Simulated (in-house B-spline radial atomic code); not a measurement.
Values are calculated unless marked as measured or tabulated.
## Weak and strong correlation along the adiabatic connection

Two-electron singlets in several external potentials (atomic units), by full CI in B-splines with partial waves to l = 8 (correlation energies up to 0.6 % small). The repulsion is scaled by λ at fixed density; W(λ) is the mean repulsion less the Hartree energy, W(0) = E_x, and the area under W from 0 to 1 is E_xc.

One system gave this curve:

```tsv
λ	W (hartree)
0	-1.9047
0.02	-1.9066
0.05	-1.9093
0.12	-1.9156
0.25	-1.9271
0.4	-1.9399
0.6	-1.9563
0.8	-1.972
1	-1.987
1.4	-2.0151
2	-2.0531
3	-2.1073
4.5	-2.1724
7	-2.2518
10	-2.3177
```

Question: Which system is it?
A. −Z/r, Z = 1.5, wall at 4 bohr
B. −Z exp(−kr)/r, Z = 7.41, k = 1.69
C. −Z exp(−kr)/r, Z = 2.35, k = 0.292
D. ω²r²/2 − Z/r, ω = 1.81, Z = 3

Answer: D. The exchange energy sets the size: ω²r²/2 − Z/r, ω = 1.81, Z = 3: E_x = -1.9, E_c = -0.0427; −Z exp(−kr)/r, Z = 7.41, k = 1.69: E_x = -4.22, E_c = -0.0455; −Z exp(−kr)/r, Z = 2.35, k = 0.292: E_x = -1.22, E_c = -0.0428; −Z/r, Z = 1.5, wall at 4 bohr: E_x = -0.763, E_c = -0.0397 hartree.
